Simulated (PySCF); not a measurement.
Interval between two levels of Ti⁺ by level of theory

Ti⁺ [Ar] 3d2 4s1 [4F9/2, M_J = 9/2] → Ti⁺ [Ar] 3d1 4s1 4p1 [4F9/2, M_J = 9/2], as a difference of total energies. All numbers are calculated (PySCF 2.14, the two-component X2C-1e Hamiltonian, in x2c-TZVPall-2c (6s7p4d1f, 54 functions)). Correlated levels: [Ne] frozen; the 6 highest virtual spinors dropped. "Screened" scales the spin-orbit matrix elements by Boettger's factors to mimic the two-electron term; Breit and QED terms are absent.

```csv
method,interval between two levels (cm⁻¹)
GHF (spin-free),47787
GMP2 (spin-free),49101
GHF (screened spin-orbit),47913
GMP2 (screened spin-orbit),49234
```

The labels give the starting determinants; with spin-orbit coupling the two ends relaxed to ⟨J²⟩ = 24.75, ⟨L²⟩ = 12.00, ⟨S²⟩ = 3.75 and ⟨J²⟩ = 24.79, ⟨L²⟩ = 12.04, ⟨S²⟩ = 3.75.
